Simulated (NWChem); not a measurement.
Everything below was run with NWChem. System: HIn, charge 0, spin multiplicity 1, at a geometry optimised with PBE0/def2-SVP with def2 effective core potentials on In. The structure started from a generated list of species. Level: HF/def2-SVPD with def2 effective core potentials on In.

Input file:

```
start mol
memory heap 200 mb stack 900 mb global 1100 mb
geometry units angstroms nocenter noautoz
  In     0.000000     0.000000     0.037260
  H      0.000000     0.000000    -1.825728
  symmetry group C2v
end
basis spherical
  * library def2-svpd
end
ecp
  In library def2-ecp
end
dft
  xc hfexch
  semidirect memsize 60000000 filesize 0
  iterations 100
end
property
  dipole
  response 1 0.0428
end
task dft property
```

Output (cleaned and shortened):

```
             Northwest Computational Chemistry Package (NWChem) 7.3.0
             --------------------------------------------------------

                                NWChem Input Module
                                -------------------

 Scaling coordinates for geometry "geometry" by  1.889725989
 (inverse scale =  0.529177249)

 Turning off AUTOSYM since
 SYMMETRY directive was detected!

                             Geometry "geometry" -> ""
                             -------------------------

 Output coordinates in angstroms (scale by  1.889725989 to convert to a.u.)

  No.       Tag          Charge          X              Y              Z
 ---- ---------------- ---------- -------------- -------------- --------------
    1 In                  49.0000     0.00000000     0.00000000     0.03726000
    2 H                    1.0000     0.00000000     0.00000000    -1.82572800

 Effective nuclear repulsion energy (a.u.)      13.9183318416

            Nuclear Dipole moment (a.u.)
            ----------------------------
        X                 Y               Z
 ---------------- ---------------- ----------------
     0.0000000000     0.0000000000     0.0000226767

      Symmetry information
      --------------------

 Group name             C2v
 Group number             16
 Group order               4
 No. of unique centers     2

      Symmetry unique atoms

     1    2


 Summary of "ao basis" -> "" (spherical)
 ------------------------------------------------------------------------------
       Tag                 Description            Shells   Functions and Types
 ---------------- ------------------------------  ------  ---------------------
 *                         def2-svpd                  on all atoms

                                 NWChem DFT Module
                                 -----------------

 Summary of "ao basis" -> "ao basis" (spherical)
 ------------------------------------------------------------------------------
       Tag                 Description            Shells   Functions and Types
 ---------------- ------------------------------  ------  ---------------------
 In                        def2-svpd                12       32   5s4p3d
 H                         def2-svpd                 4        8   2s2p

 Summary of "ao basis" -> "ao basis" (spherical)
 ------------------------------------------------------------------------------
       Tag                 Description            Shells   Functions and Types
 ---------------- ------------------------------  ------  ---------------------
 In                        def2-svpd                12       32   5s4p3d
 H                         def2-svpd                 4        8   2s2p

            General Information
            -------------------
          SCF calculation type: DFT
          Wavefunction type:  closed shell.
          No. of atoms     :     2
          No. of electrons :    22
           Alpha electrons :    11
            Beta electrons :    11
          Charge           :     0
          Spin multiplicity:     1
          Use of symmetry is: off; symmetry adaption is: off
          Maximum number of iterations: 100
          AO basis - number of functions:    40
                     number of shells:    16
          Convergence on energy requested:  1.00D-06
          Convergence on density requested:  1.00D-05
          Convergence on gradient requested:  5.00D-04

              XC Information
              --------------
                     Hartree-Fock (Exact) Exchange  1.000

          Convergence Information
          -----------------------
          Convergence aids based upon iterative change in
          total energy or number of iterations.
          Levelshifting, if invoked, occurs when the
          HOMO/LUMO gap drops below (HL_TOL):  1.00D-02
          DIIS, if invoked, will attempt to extrapolate
          using up to (NFOCK): 10 stored Fock matrices.

                    Damping( 0%)  Levelshifting(0.5)       DIIS
                  --------------- ------------------- ---------------
          dE  on:    start            ASAP                start
          dE off:    2 iters        100 iters           100 iters

      Screening Tolerance Information
      -------------------------------
          Density screening/tol_rho:  1.00D-10
          AO Gaussian exp screening on grid/accAOfunc:  14
          CD Gaussian exp screening on grid/accCDfunc:  20
          XC Gaussian exp screening on grid/accXCfunc:  20
          Schwarz screening/accCoul:  1.00D-08

      Superposition of Atomic Density Guess
      -------------------------------------

 Sum of atomic energies:        -218.54799708

      Non-variational initial energy
      ------------------------------

 Total energy =    -189.597622
 1-e energy   =    -347.169336
 2-e energy   =     151.606715
 HOMO         =      -0.193470
 LUMO         =      -0.009842

------------------------------------------------------------
EAF file 0: "./mol.aoints.0" size=524288 bytes
------------------------------------------------------------
               write      read    awrite     aread      wait
               -----      ----    ------     -----      ----
     calls:        1         0         0         0         0
   data(b): 5.24e+05  0.00e+00  0.00e+00  0.00e+00
   time(s): 0.00e+00  0.00e+00  0.00e+00  0.00e+00  0.00e+00
rate(mb/s): 0.00e+00  0.00e+00
------------------------------------------------------------

   convergence    iter        energy       DeltaE   RMS-Dens  Diis-err    time
 ---------------- ----- ----------------- --------- --------- ---------  ------
 d= 0,ls=0.0,diis     1   -189.7620117011 -1.96D+02  7.09D-03  2.81D-02     0.2
 d= 0,ls=0.0,diis     2   -189.7716772855 -9.67D-03  1.90D-03  1.76D-03     0.2
 d= 0,ls=0.0,diis     3   -189.7722385653 -5.61D-04  6.69D-04  1.71D-04     0.2
 d= 0,ls=0.0,diis     4   -189.7723006659 -6.21D-05  2.31D-04  8.82D-06     0.2
 d= 0,ls=0.0,diis     5   -189.7723052735 -4.61D-06  7.27D-05  4.22D-07     0.2
 d= 0,ls=0.0,diis     6   -189.7723055869 -3.13D-07  1.79D-05  1.40D-08     0.2
 d= 0,ls=0.0,diis     7   -189.7723055997 -1.28D-08  3.40D-06  4.27D-10     0.2

         Total DFT energy =     -189.772305599747
      One electron energy =     -347.346714744217
           Coulomb energy =      167.762517316260
    Exchange-Corr. energy =      -16.153107532491
 Nuclear repulsion energy =        5.964999360701

 Numeric. integr. density =        0.000000000000

     Total iterative time =      0.1s

                       DFT Final Molecular Orbital Analysis
                       ------------------------------------

 Vector    9  Occ=2.000000D+00  E=-1.006580D+00
              MO Center= -8.8D-16,  2.4D-16,  3.8D-02, r^2= 4.5D-01
   Bfn.  Coefficient  Atom+Function         Bfn.  Coefficient  Atom+Function
  ----- ------------  ---------------      ----- ------------  ---------------
    21      0.837834  1 In d  1              19      0.496771  1 In d -1
    26      0.060342  1 In d  1              24      0.035778  1 In d -1

 Vector   10  Occ=2.000000D+00  E=-4.720562D-01
              MO Center= -7.6D-16, -5.8D-16, -8.9D-01, r^2= 2.1D+00
   Bfn.  Coefficient  Atom+Function         Bfn.  Coefficient  Atom+Function
  ----- ------------  ---------------      ----- ------------  ---------------
     3      0.535003  1 In s                  1     -0.370410  1 In s
     4      0.302377  1 In s                 33      0.294574  2 H  s
    34      0.201831  2 H  s                 14     -0.119697  1 In pz
    20     -0.086293  1 In d  0               2      0.078422  1 In s
    11      0.042661  1 In pz                 8      0.040725  1 In pz

 Vector   11  Occ=2.000000D+00  E=-2.808115D-01
              MO Center=  3.9D-16, -1.6D-15, -8.6D-03, r^2= 3.6D+00
   Bfn.  Coefficient  Atom+Function         Bfn.  Coefficient  Atom+Function
  ----- ------------  ---------------      ----- ------------  ---------------
     3      0.412456  1 In s                  4      0.406152  1 In s
    14      0.326368  1 In pz                34     -0.275499  2 H  s
     1     -0.273380  1 In s                 33     -0.268144  2 H  s
    17      0.241475  1 In pz                11     -0.102973  1 In pz
     8     -0.097199  1 In pz                20      0.090170  1 In d  0

 Vector   12  Occ=0.000000D+00  E= 2.292162D-02
              MO Center= -5.6D-15,  7.8D-15,  3.7D-02, r^2= 5.7D+00
   Bfn.  Coefficient  Atom+Function         Bfn.  Coefficient  Atom+Function
  ----- ------------  ---------------      ----- ------------  ---------------
    16      0.817539  1 In py                13      0.286853  1 In py
    10     -0.110444  1 In py                 7     -0.104004  1 In py
    15      0.094913  1 In px                39     -0.034433  2 H  py
    12      0.033302  1 In px

 Vector   13  Occ=0.000000D+00  E= 2.292162D-02
              MO Center= -8.4D-15,  4.9D-15,  3.7D-02, r^2= 5.7D+00
   Bfn.  Coefficient  Atom+Function         Bfn.  Coefficient  Atom+Function
  ----- ------------  ---------------      ----- ------------  ---------------
    15      0.817539  1 In px                12      0.286853  1 In px
     9     -0.110444  1 In px                 6     -0.104004  1 In px
    16     -0.094913  1 In py                38     -0.034433  2 H  px
    13     -0.033302  1 In py

 Vector   14  Occ=0.000000D+00  E= 5.800777D-02
              MO Center=  8.8D-15, -8.1D-15,  1.8D-01, r^2= 1.6D+01
   Bfn.  Coefficient  Atom+Function         Bfn.  Coefficient  Atom+Function
  ----- ------------  ---------------      ----- ------------  ---------------
     5      2.150736  1 In s                  4     -1.947958  1 In s
    34      0.164822  2 H  s                 40      0.132839  2 H  pz
     1      0.130090  1 In s                 14      0.090864  1 In pz
    30     -0.067735  1 In d  0              17      0.060293  1 In pz
     3      0.055414  1 In s                 25     -0.032077  1 In d  0

 center of mass
 --------------
 x =   0.00000000 y =   0.00000000 z =   0.03980101

 moments of inertia (a.u.)
 ------------------
          12.382556571166           0.000000000000           0.000000000000
           0.000000000000          12.382556571166           0.000000000000
           0.000000000000           0.000000000000           0.000000000000

     Multipole analysis of the density
     ---------------------------------

     L   x y z        total         alpha         beta         nuclear
     -   - - -        -----         -----         ----         -------
     0   0 0 0      0.000000    -11.000000    -11.000000     22.000000

     1   1 0 0     -0.000000     -0.000000     -0.000000      0.000000
     1   0 1 0      0.000000      0.000000      0.000000      0.000000
     1   0 0 1      0.231985      1.101738      1.101738     -1.971491

     2   2 0 0    -16.828080     -8.414040     -8.414040      0.000000
     2   1 1 0     -0.000000     -0.000000     -0.000000      0.000000
     2   1 0 1     -0.000000     -0.000000     -0.000000      0.000000
     2   0 2 0    -16.828080     -8.414040     -8.414040      0.000000
     2   0 1 1      0.000000      0.000000      0.000000      0.000000
     2   0 0 2    -24.518188    -18.262834    -18.262834     12.007479

 *** CALLING NEW AORESP DRIVER FOR CLOSED AND OPEN SHELLS ***
 Entering AOResponse driver routine

--------------------------------------------------------------------------------

          ****************
          *** RESPONSE ***
          ****************

 Response module for NWChem and dynamic CPKS solver

          -----------------------------------------------
          Solving response equations for perturbing field
          -----------------------------------------------

 number of frequencies:     1
 frequency in a.u.:  0.4280000E-01
 Perturbing field: electric
 Using El. Dipole Length Gauge

 Setting up CPKS with frequency omega =      0.04280000 a.u.

                            NWChem Dynamic CPHF Module
                            --------------------------

    scftype = RHF
    nclosed =   11
      nopen =    0
  variables =      638
  num. vecs =        3
  tolerance =   1.0D-04
  max. iter =   50

 SCF residual:    3.8965251623604120E-006

Iterative solution of linear equations
  No. of variables      638
  No. of equations        3
  Maximum subspace       30
       Convergence  1.0D-04

 ga_lkain filestub:cphf_sol
 ga_lkain filesoln:./mol.cphf_sol

   iter   nsub   residual    time
   ----  ------  --------  ---------
     1      3    2.08D+00       0.8
     2      6    9.69D-01       1.3
     3      9    3.30D-01       1.8
     4     12    1.11D-01       2.3
     5     15    3.32D-02       2.8
     6     18    5.34D-03       3.3
     7     21    9.91D-04       3.8
     8     24    2.09D-04       4.2
     9     27    4.40D-05       4.7

 Electric Dipole Response Matrix (nonzero elements):

              1        2        3
    1   54.5905   0.0000   0.0000
    2   -0.0000  54.5905  -0.0000
    3   -0.0000  -0.0000  65.2913

 ------------------------------------------
 average:        58.15745 + I       0.00000

 DFT Linear Response polarizability / au
 Frequency  =       0.0428000 / au
 Wavelength =    1064.5643224 / nm
              X              Y              Z
 -----------------------------------------------
 X      54.5905468      0.0000000      0.0000000
 Y      -0.0000000     54.5905468     -0.0000000
 Z      -0.0000000     -0.0000000     65.2912581
 -----------------------------------------------
 Eigenvalues =      54.5905468     54.5905468     65.2912581
 Isotropic   =      58.1574505
 Anisotropic =      10.7007113
 -----------------------------------------------

 Magnetic Dipole Response Matrix (nonzero elements):
 Optical rotation tensor Beta

              1        2        3
    1    0.0000  94.6561   0.0000
    2  -94.6561  -0.0000   0.0000
    3   -0.0000  -0.0000   0.0000

 ------------------------------------------
 average:         0.00000 + I       0.00000

 Exiting AOResponse driver routine

          -------------
          Dipole Moment
          -------------

 Center of charge (in au) is the expansion point
         X =       0.0000000 Y =       0.0000000 Z =      -0.0896132

   Dipole moment        0.2319847943 A.U.
             DMX       -0.0000000000 DMXEFC        0.0000000000
             DMY        0.0000000000 DMYEFC        0.0000000000
             DMZ        0.2319847943 DMZEFC        0.0000000000
   -EFC- dipole         0.0000000000 A.U.
   Total dipole         0.2319847943 A.U.

   Dipole moment        0.5896509884 Debye(s)
             DMX       -0.0000000000 DMXEFC        0.0000000000
             DMY        0.0000000000 DMYEFC        0.0000000000
             DMZ        0.5896509884 DMZEFC        0.0000000000
   -EFC- dipole         0.0000000000 DEBYE(S)
   Total dipole         0.5896509884 DEBYE(S)

 1 a.u. = 2.541766 Debyes

 Task  times  cpu:        4.7s     wall:        4.7s

 Total times  cpu:        4.8s     wall:        4.8s
```
